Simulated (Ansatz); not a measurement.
Basis-set extrapolation for C3H8BNO, SMILES `COCBC=N` (PBE0-D4/def2-TZVP geometry, frozen core, Ansatz 0.2.0). Multiplicity 1, RHF reference.

|  | def2-TZVPP | def2-QZVPP |
| --- | --- | --- |
| HF | -272.311562 | -272.324244 |
| MP2 correlation | -1.035530 | -1.106950 |
| CCSD(T) correlation | -1.128873 | not run |

Energies in hartree. Use E(X) = E(∞) + A·exp(−7.88·√X) for Hartree–Fock and E(X) = E(∞) + B·X^(−2.97) for correlation, with X = 3 and 4, and add CCSD(T) minus MP2 of the smaller set to the MP2 limit.

Problem. What is the CCSD(T) energy at the basis-set limit?

Solution. HF limit: -272.324244 + (-0.012682) × 0.13774 = -272.32599. MP2 limit: -1.106950 + (-0.071420) × 0.74074 = -1.15985. Higher-order term: -1.128873 − (-1.035530) = -0.09334. Total: -273.57918 hartree, 364.3 kJ/mol below CCSD(T)/def2-TZVPP.
